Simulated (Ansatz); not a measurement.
The inner images of a band of H4O2SZn (8 atoms, charge 0, multiplicity 1) are given out of order.

Theory: RKS BLYP-D4/def2-mTZVP (Ansatz 0.2.0).

Initial state:

```xyz
8
Properties=species:S:1:pos:R:3
Zn 0.514 0.106 -0.654
S 2.671 0.208 -0.221
O -1.189 0.174 -1.370
H -0.911 0.445 1.819
O -0.789 -0.295 1.192
H 2.527 -0.400 0.995
H -1.275 -0.002 -2.324
H -1.549 -0.237 0.562
```

Final state:

```xyz
8
Properties=species:S:1:pos:R:3
Zn -0.825 -0.085 -0.465
S 1.764 0.680 0.455
O -0.919 -0.170 -2.276
H 1.011 0.467 1.576
O -1.123 -0.161 1.339
H 2.267 -0.588 0.465
H -0.134 0.253 -2.675
H -2.040 -0.395 1.579
```

Problem. Put them in order from the first end to the last, with their energies above the first end.
A.
```xyz
8
Properties=species:S:1:pos:R:3
Zn -0.756 -0.132 -0.503
S 1.770 0.686 0.534
O -1.038 -0.158 -2.292
H 0.800 0.376 1.473
O -0.958 -0.370 1.317
H 2.308 -0.566 0.584
H -0.302 0.253 -2.784
H -1.823 -0.091 1.671
```
B.
```xyz
8
Properties=species:S:1:pos:R:3
Zn -0.039 0.070 -0.693
S 1.890 0.655 0.374
O -1.190 -0.147 -2.092
H 0.055 0.122 1.671
O -0.794 -0.317 1.374
H 2.312 -0.638 0.514
H -0.702 0.061 -2.915
H -1.531 0.194 1.767
```
C.
```xyz
8
Properties=species:S:1:pos:R:3
Zn 0.402 0.104 -0.709
S 2.465 0.466 0.012
O -1.203 -0.013 -1.588
H -0.537 0.388 1.881
O -0.755 -0.281 1.202
H 2.430 -0.609 0.856
H -1.133 0.026 -2.560
H -1.669 -0.081 0.906
```
D.
```xyz
8
Properties=species:S:1:pos:R:3
Zn -0.520 -0.066 -0.543
S 1.695 0.668 0.556
O -1.136 -0.151 -2.254
H 0.502 0.225 1.424
O -0.805 -0.376 1.345
H 2.259 -0.575 0.567
H -0.456 0.174 -2.876
H -1.540 0.100 1.780
```
E.
```xyz
8
Properties=species:S:1:pos:R:3
Zn 0.243 0.117 -0.732
S 2.195 0.606 0.238
O -1.199 -0.092 -1.831
H -0.209 0.236 1.849
O -0.788 -0.287 1.252
H 2.404 -0.684 0.642
H -0.957 0.019 -2.771
H -1.689 0.083 1.352
```

Solution. C (+0.05 eV), E (+0.10 eV), B (+0.21 eV), D (+0.98 eV), A (+0.84 eV).

Time of the run: 2.1 min on 2 threads of Arm Neoverse V1, on a shared host, peak memory 0.16 GiB.
